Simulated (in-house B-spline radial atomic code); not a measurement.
**RPA and G0W0 on TPSS: the gallium ion Ga²⁺**

Configuration [Ar] 3d10 4s1, highest spin, mean-field start TPSS. Computed with an all-electron radial atomic-structure program (B-spline basis): all electrons, scalar-relativistic (spin-free one-electron X2C), finite nucleus, each spin shell either full or empty, empty states to l = 9 with an (l + 1/2)⁻⁴ tail; G0W0 by contour deformation at full frequency.

RPA overbinds a lone outer s electron by self-correlation, and G0W0 tends to as well.

Command:
```bash
python run_gw.py task.json out
```
Settings (radii: box in bohr, nucleus in fm):
```
Z                        31
electrons                29
configuration            [Ar] 3d10 4s1
hamiltonian              x2c
method                   tpss,tpss
lmax                     9
rms_radius               3.9973
spin_polarised           True
box_radius               17.55
intervals                70
ion_configuration        [Ar] 3d10
```

Time taken, with all properties: 6.4 s on 1 thread of Arm Neoverse N1, on a shared host.

Energies (hartree):

```csv
term,value
mean-field total,-1942.90988
Hartree-Fock functional on these orbitals,-1941.31350
direct second order,-2.6688
second-order exchange,0.77311
SOSEX correction,0.69221
```

Q: What is the RPA correlation energy, and what remains with SOSEX?

A: RPA gives -2.2145 hartree (-2.08 eV per electron); RPA + SOSEX gives -1.5223, and the second-order doubles -1.8956 hartree (no singles). SOSEX takes back 31 % of the RPA value.

Quasi-particle levels (eV):

```json
{"level": "4s up", "occupied": "yes", "mean field": "-26.584", "Σx - vxc": "-3.51", "Σc": "?", "QP weight": "?", "G0W0": "?"}
{"level": "4s down", "occupied": "no", "mean field": "-24.944", "Σx - vxc": "6.72", "Σc": "-2.56", "QP weight": "0.926", "G0W0": "-20.789"}
```

G0W0 = mean field + (Σx - vxc) + Σc, with Σc (partial-wave tail included) taken at the quasi-particle energy. Only the outer levels were computed. Levels of low weight are left out.

Q: Where does G0W0 put 4s up?

A: At -31.61 eV, with Σc = -1.52 eV and a quasi-particle weight of 0.952. The tabulated removal energy is 30.726 eV (NIST, measured); the calculation leaves out spin-orbit coupling, Breit and QED terms, and what these don't explain is the method's own error.

Q: What does it cost to remove one electron (to [Ar] 3d10) by differences of total energies, each species on its own start (correlation terms add to the Hartree-Fock functional)?

A: TPSS 31.23 eV, Hartree-Fock functional 29.446 eV, + RPA 31.34 eV, + RPA + SOSEX 30.57 eV, + second order 31.41 eV. Tabulated: 30.726 eV (NIST, measured); the calculation leaves out spin-orbit coupling, Breit and QED terms, and what these don't explain is the method's own error.
